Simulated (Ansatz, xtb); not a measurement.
## Relative energy of two isomers of C6H9NSi

Structure X: `C=CC1=CC=C[SiH]1N`, a singlet. Structure Y: `C=CC1=C[SiH](N)C=C1`, a singlet. Both are isolated molecules in the gas phase, relaxed with PBE0-D3(BJ)/def2-SVP; the shapes shown needn't be the lowest conformers.

X (Å):

```xyz
17

C    -2.2501    0.2784   -0.2119
C    -1.2459    0.9769   -0.7677
C     0.1585    0.6510   -0.6287
C     1.1672    1.3050   -1.2613
C     2.5391    0.8126   -1.0352
C     2.6892   -0.2543   -0.2197
N     0.2681   -2.2469    0.1753
Si    0.9764   -0.6878    0.4271
H    -2.0506   -0.6137    0.3899
H    -3.2934    0.5675   -0.3596
H    -1.4863    1.8529   -1.3855
H     0.9946    2.1603   -1.9257
H     3.3770    1.3216   -1.5261
H     3.6718   -0.6733    0.0085
H     0.9014   -0.4293    1.8977
H     0.5060   -3.0149    0.7929
H     0.1318   -2.5764   -0.7744
```

Y (Å):

```yaml
atoms:
  - { symbol: C, position_ang: [-0.4703, -1.2734, -3.0153] }
  - { symbol: C, position_ang: [-0.6689, -1.6313, -1.7387] }
  - { symbol: C, position_ang: [-0.1012, -0.9864, -0.5577] }
  - { symbol: C, position_ang: [-0.3689, -1.3910, 0.7109] }
  - { symbol: C, position_ang: [1.3054, 0.6996, 0.4760] }
  - { symbol: C, position_ang: [0.8292, 0.1788, -0.6699] }
  - { symbol: N, position_ang: [1.5212, -1.0993, 3.0446] }
  - { symbol: Si, position_ang: [0.5314, -0.2634, 1.9001] }
  - { symbol: H, position_ang: [0.1612, -0.4270, -3.2963] }
  - { symbol: H, position_ang: [-0.9431, -1.8239, -3.8320] }
  - { symbol: H, position_ang: [-1.3181, -2.4886, -1.5287] }
  - { symbol: H, position_ang: [-1.0356, -2.2333, 0.9102] }
  - { symbol: H, position_ang: [-0.3613, 0.6222, 2.7104] }
  - { symbol: H, position_ang: [2.2091, -1.7690, 2.7182] }
  - { symbol: H, position_ang: [1.8522, -0.6125, 3.8694] }
  - { symbol: H, position_ang: [1.9841, 1.5559, 0.4773] }
  - { symbol: H, position_ang: [1.0899, 0.5679, -1.6595] }
```

Task: Estimate E(Y) − E(X) at the level CCSD(T)/def2-SVP + ΔMP2/def2-TZVPP.

Result: CCSD(T)/def2-SVP + ΔMP2/def2-TZVPP gives E(Y) − E(X) = +0.77 kJ/mol, slightly favouring structure X, which is too small a margin to settle the true order.

Level by level:

```
                             level              geometry  E(Y) − E(X) (kJ/mol)  departure from the last row (kJ/mol)  job, with rough time for the two
              PBE0-D3(BJ)/def2-SVP  PBE0-D3(BJ)/def2-SVP                   +8.02                                 +7.24             optimisation, 4.5 min
                       HF/def2-SVP  PBE0-D3(BJ)/def2-SVP                   +0.94                                 +0.17           part of the CCSD(T) run
                      MP2/def2-SVP  PBE0-D3(BJ)/def2-SVP                   +5.85                                 +5.07           part of the CCSD(T) run
                  CCSD(T)/def2-SVP  PBE0-D3(BJ)/def2-SVP                   +4.66                                 +3.89                      single point
CCSD(T)/def2-SVP + ΔMP2/def2-TZVPP  PBE0-D3(BJ)/def2-SVP                   +0.77                                                   single point, 3.9 min
```

As drawn, both hold the same kinds of bond in the same numbers.

The largest departure from CCSD(T)/def2-SVP + ΔMP2/def2-TZVPP is that of PBE0-D3(BJ)/def2-SVP, 7.24 kJ/mol. Levels run at GFN2-xTB geometries aren't shown. The last row adds to CCSD(T) the change of the MP2 difference between the two basis sets, here −3.89 kJ/mol.

With thermal terms from frequencies at re-optimised GFN2-xTB minima (ideal gas, soft modes damped towards free rotors, one conformer each, 298.15 K, 1 atm): the zero-point term adds +0.06 kJ/mol; ΔH is +0.96 and ΔG +0.50 kJ/mol.

The correlated steps freeze 12 core orbitals. Run with Ansatz 0.2.0, xtb 6.7.1; the last row on 2 threads of Arm Neoverse V2 on a shared host.
